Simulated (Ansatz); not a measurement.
This geometry of ClH₆NSi₂ (10 atoms, charge 0, multiplicity 1) is a first-order saddle point.

The calculation used RKS r2SCAN-D4/def2-SVP in Ansatz 0.2.0.

```xyz
10
Properties=species:S:1:pos:R:3
N 0.267 1.633 -0.723
Si -0.304 0.010 -0.787
Si 0.384 -1.140 1.147
Cl -2.398 -0.192 -0.883
H 0.154 2.176 0.128
H 0.167 2.229 -1.541
H 0.198 -0.575 -2.061
H 1.175 -2.355 0.775
H -0.804 -1.571 1.944
H 1.245 -0.266 2.004
```

(1) Which two structures does it join? (They come from a converged band through this point; their orientation in space is the band's.)

(2) How far does it lie above each of them?

## Answers

(1) No bond is made or broken. The dihedral Cl4–Si2–Si3–H8 goes from 52 to 173°. The two ends are copies of one structure, up to a mirror image or an exchange of like atoms.

First end point:

```xyz
10
Properties=species:S:1:pos:R:3
N -0.471 1.659 -0.476
Si -0.079 0.025 -0.844
Si 0.679 -1.032 1.098
Cl -1.701 -1.149 -1.503
H -1.047 1.870 0.334
H -0.664 2.315 -1.228
H 0.887 0.050 -1.976
H 0.916 -2.485 0.844
H -0.378 -0.893 2.148
H 1.941 -0.410 1.606
```

Last end point:

```xyz
10
Properties=species:S:1:pos:R:3
N 0.662 1.438 -0.850
Si -0.401 0.090 -0.735
Si 0.182 -1.190 1.132
Cl -2.430 0.584 -0.440
H 0.844 2.012 -0.032
H 0.664 2.009 -1.692
H -0.344 -0.625 -2.040
H 1.559 -1.757 1.001
H -0.793 -2.306 1.321
H 0.141 -0.305 2.338
```

(2) 0.056 eV above the first and 0.056 eV above the second. This is the barrier of this one path; another mechanism may lie lower.

Time of the run: 84 s on 2 threads of AMD EPYC 7B13 (Zen 3) (shared host), peak memory 0.18 GiB.
